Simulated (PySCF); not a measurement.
# Adding and removing an electron: SrCl

PBE0; PySCF, scalar-relativistic core potentials, basis sets Sr def2-SVPD with ECP28, Cl def2-SVPD. Neutral (UKS): doublet (σ ↑), Re = 2.617 Å, ωe = 299 cm⁻¹, De = 4.37 eV, HOMO -4.24 eV, LUMO -2.15 eV.

SrCl⁻ (UKS): singlet (closed shell), Re = 2.734 Å, ωe = 235 cm⁻¹, De = 1.78 eV to Sr + Cl⁻. The energies at the minima are -490.67458 hartree for SrCl and -490.71548 for SrCl⁻.

Problem. Work out the adiabatic electron affinity, without and with harmonic zero-point energies (1 hartree = 27.2114 eV, 1 eV = 8065.5 cm⁻¹), and the change of the bond length.

Solution. At PBE0: 0.04090 hartree = 1.113 eV between the minima; the zero-point term (299.0 − 235.0)/2 cm⁻¹ = +0.004 eV makes it 1.117 eV. Re changes by +11.7 pm against the neutral. The electron enters a σ orbital; in so polar a molecule the change of length follows mostly from the change of the ionic charges.

For an ion De counts to the pair picked by the measured ionisation energies or electron affinities, which need not be the lowest pair at this level. The highest Kohn–Sham level is positive in this anion. Much of that is self-interaction error, but it also means that the finite basis helps to hold the extra electron. States were picked by a PBE0 search and need not be the measured ground states.
